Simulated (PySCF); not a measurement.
`[BH2][GeH2][CH]=C`. Method: PBE0-D3(BJ)/def2-SVP geometry optimisation, gas phase (PySCF).

```
atom  x, y, z in Å
B1     2.1386    0.4146    0.3278
Ge2    0.5949   -0.4556   -0.7237
C3    -0.9788   -0.4012    0.4301
C4    -2.0471    0.3640    0.1916
H5     2.6315    1.4690    0.0051
H6     2.5409   -0.1141    1.3377
H7     0.2294    0.2651   -2.0380
H8     0.9151   -1.9332   -1.0482
H9    -0.9620   -1.0206    1.3358
H10   -2.9088    0.3827    0.8690
H11   -2.1168    1.0043   -0.6951
```

Question: Where is the centre of mass (commonest isotopes), and what is the radius of gyration?

Answer: Mass 115.985 u; centre at (0.272, -0.254, -0.368) Å; Rg = √(Σ m r²/M) = 1.366 Å. As Ia + Ib + Ic = 2 Σ m r², the three principal moments sum to 433.2 u·Å².

Question: Give the dihedral angles H5–B1–Ge2–H8, Ge2–C3–C4–H10, H5–B1–Ge2–H7, H8–Ge2–C3–C4, H7–Ge2–C3–H9, H6–B1–Ge2–C3.

Answer: H5–B1–Ge2–H8 130° (anticlinal); Ge2–C3–C4–H10 -179° (antiperiplanar); H5–B1–Ge2–H7 7° (synperiplanar); H8–Ge2–C3–C4 -129° (anticlinal); H7–Ge2–C3–H9 169° (antiperiplanar); H6–B1–Ge2–C3 65° (synclinal). Dihedral signs follow IUPAC: positive where, seen along the central bond, the front bond turns clockwise onto the rear one.

Question: Which two atoms are farthest apart?

Answer: H5···H10, 5.71 Å; the next longest distance is 5.49 Å.

Question: What is the repulsion energy of the bare nuclei, Σ ZA·ZB/RAB?

Answer: 232.32 Eh over 55 pairs, with full nuclear charges and distances in bohr; the largest single term is 52.05 Eh (Ge2 with C3).

Question: Work out the bond lengths B1–H5, B1–H6, Ge2–H7, Ge2–H8, C3–H9, C4–H10, C4–H11 in pm.

Answer: For B1–H5 the difference vector is (0.4929, 1.0544, -0.3227) Å, of length 1.2078 Å. B1–H5 120.8; B1–H6 120.9; Ge2–H7 154.3; Ge2–H8 154.6; C3–H9 109.7; C4–H10 109.6; C4–H11 109.6 pm.

Question: How far are the heavy atoms from their best plane (unweighted least squares)?

Answer: 0.296 Å rms; B1 0.04, Ge2 0.12, C3 0.48, C4 0.32 Å (magnitudes).

Question: How far apart are these pairs, which share no bond: Ge2···H11, C3···H6, C4···H6, H5···H7, H6···H7, H9···H10, H9···H11?

Answer: Ge2···H11 3.080 Å (3 bonds apart); C3···H6 3.646 Å (3 bonds apart); C4···H6 4.753 Å (4 bonds apart); H5···H7 3.375 Å (3 bonds apart); H6···H7 4.109 Å (3 bonds apart); H9···H10 2.445 Å (3 bonds apart); H9···H11 3.092 Å (3 bonds apart).

Question: What are the angles Ge2–B1–H6, H5–B1–H6, H7–Ge2–H8, B1–Ge2–H8, C3–Ge2–H8, C3–Ge2–H7?

Answer: From the scalar product of the two bond vectors; for Ge2–B1–H6 it is -1.2229 Å² over 2.0606 × 1.2088 Å², cos θ = -0.4909. Ge2–B1–H6 119.4°; H5–B1–H6 118.0°; H7–Ge2–H8 108.5°; B1–Ge2–H8 110.8°; C3–Ge2–H8 108.5°; C3–Ge2–H7 107.4°.

Question: Write the matrix of distances between heavy atoms (Å, lower triangle).

Answer: 
```
B1    0.000
Ge2   2.061  0.000
C3    3.224  1.952  0.000
C4    4.188  2.914  1.336  0.000
```

Stationary, but not proved a minimum. The numbers are those of one conformer.

On an Arm Neoverse V1 with one thread, shared host, this took 26 s of wall time and 0.45 GiB of memory at its peak. These figures are those of the optimisation.
